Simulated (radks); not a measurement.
The numbers below are computed, except where a source is named.
Q: These are the eigenvalues of the occupied orbitals of an atom or ion with whole-number occupations (hartree). Code: a radial shooting solver on a logarithmic mesh with Libxc functionals. Model: non-relativistic Kohn-Sham, TPSS, spin-polarised, spherical densities, point nucleus; meta-GGA in the generalised Kohn-Sham scheme.

1s up: -1622.764
1s down: -1622.764
2s up: -258.7829
2s down: -258.7824
2p up: -245.7697
2p down: -245.7694
3s up: -58.93794
3s down: -58.89019
3p up: -53.20491
3p down: -53.15943
3d up: -42.56233
3d down: -42.52617
4s up: -13.85876
4s down: -13.75063
4p up: -11.63577
4p down: -11.52560
4d up: -7.69907
4d down: -7.58605
5s up: -3.63750
5s down: -3.59562
5p up: -2.96045
4f up: -2.93099
5p down: -2.92621

Which element is it, and in what charge state? The configuration may be excited. Open shells, if any, are filled with parallel spins first.

A: Z = 62, samarium, charge +5: Sm5+ in [Xe] 4f3. The list shows which subshells hold electrons but not how many an open one holds; the 1s level, -1622.8 hartree, gives Z - s = 57.0 by -(Z - s)^2/2, which with screening narrows Z to a few neighbours, and the depths of the outer levels then fix element, charge and occupations together.
